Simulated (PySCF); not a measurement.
CCl3, SMILES Cl[C](Cl)Cl (connectivity only; charge and spin as stated), charge +1, multiplicity 1. Heavy atoms are numbered as in [Cl:1][C:2]([Cl:3])[Cl:4].

Coordinates come from a TPSSh-D3(BJ)/def2-SVP optimisation. The multiplicity is an assumed one; other spin states were not compared. The isomer is the one that the SMILES or the coordinates give; other isomers of the formula were not compared.

Computed with PySCF with PBE0/pcSseg-2.

GIAO shieldings, no solvent; atoms alike by connectivity are averaged. δ = σ(ref) − σ: ³⁵Cl against HCl (σ = 943.3 ppm); ¹³C against TMS (σ = 186.1 ppm), references at their B3LYP-D3(BJ)/def2-TZVP geometries, non-relativistic (without spin–orbit terms, shifts of atoms bonded to Cl or Br come out too high).

| nucleus | atoms | count | δ (ppm) |
|---|---|---|---|
| ³⁵Cl | Cl1 | 3 | 905.7 |
| ¹³C | C2 | 1 | 271.7 |
